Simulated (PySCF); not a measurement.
# TiSe2, singlet: structure and spectrum

All numbers come from B3LYP/[Ti def2-SVP, Se def2-SVP], no relativity, density fitting, PySCF.

The structure is a minimum.

```xyz
3
charge 0 multiplicity 1, angstrom
Ti    0.0000   -0.9259    0.0000
Se    0.0000    0.2775    1.8507
Se    0.0000    0.2775   -1.8507
```

| Quantity | Value |
| --- | --- |
| Point group | C2v |
| Bond lengths | Ti–Se 2.208 Å (×2) |
| Bond angles | Se–Ti–Se 113.9° |
| Principal polarisabilities | 42.7, 54.9, 127.7 bohr³ |
| Rotational symmetry number | 2 |
| Enthalpy at 298.15 K above 0 K | 13.25 kJ/mol |
| Entropy at 298.15 K and 1 bar | 308.4 J/(mol K) |
| Atomisation energy without zero-point energy | 755 kJ/mol |
| Principal quadrupole moments (Buckingham, traceless) about the centre of mass | -15.23, 3.54, 11.69 D Å |
| Rotational constants | 0.3156, 0.03079, 0.02805 cm⁻¹ |
| Highest occupied level | -5.95 eV |
| Lowest empty level | -3.39 eV |
| Heat capacity Cp at 298.15 K | 53.0 J/(mol K) |
| Dipole moment | 5.48 D |
| Zero-point energy | 5.9 kJ/mol |

Harmonic modes (masses in u: Ti 47.948, Se 79.917):
```csv
symmetry,ω (cm⁻¹),IR (km/mol),μ (u)
a1,108,0.7,70.14
a1,404,6.2,58.19
b2,472,93.1,54.47
```

In C2v the vibrations span 2a1 + b2. Here b1 is antisymmetric to the molecular plane and b2 lies in it.

Charges (e):
```json
{"atom": "Ti1", "Mulliken": "0.60", "Löwdin": "0.16", "polar tensor": "1.11", "Mayer order to Ti1": "–"}
{"atom": "Se2,3", "Mulliken": "-0.30", "Löwdin": "-0.08", "polar tensor": "-0.55", "Mayer order to Ti1": "2.34"}
```

Mulliken populations on Ti1: s 6.34, p 12.47, d 2.58, f 0.01.

Outer orbital energies (eV). occupied: -17.11, -16.81, -7.66, -7.31, -7.05, -6.95, -6.76, -5.95; empty: -3.39, -3.08, -2.92, -2.32.

Formally Ti is in oxidation state +4, d0. A d0 centre has no lone pair, yet it is C2v rather than linear: covalent bonding through the d orbitals favours lower symmetry. The polar-tensor charge on Ti, 1.11, is far below the formal one.

Only a few start shapes were tried, so a lower isomer may exist.

The final relaxation and frequency run took about 70 core-seconds on a shared host.
